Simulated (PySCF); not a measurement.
## Excitation energy of S by level of theory

S [Ne] 3s2 3p4 (3P) → S [Ne] 3s1 3p5 (3P), as a difference of total energies. All numbers are calculated (PySCF 2.14, no relativity, point nucleus, in aug-cc-pwCVTZ (8s7p5d3f, 75 functions)). Correlated levels: valence: [Ne] frozen. The calculations carry no spin-orbit coupling.

| method | excitation energy (eV) |
| --- | --- |
| UHF | 11.469 |
| MP2 (valence) | 10.423 |
| SCS-MP2 (valence) | 10.306 |
| CCSD (valence) | 9.465 |
| CCSD(T) (valence) | 8.945 |

Q: How much does correlation contribute at CCSD(T) (valence)?

A: 8.945 − (11.469) = -2.524 eV, measured against UHF.

Errors of the correlated levels include the incompleteness of this basis and the frozen core.

The coupled-cluster amplitudes are large for the upper state (T1 above 0.03 or a double amplitude above 0.15), so a single reference is strained.

For comparison: 8.928 eV (measured; NIST levels, between the centres of gravity of the two terms).
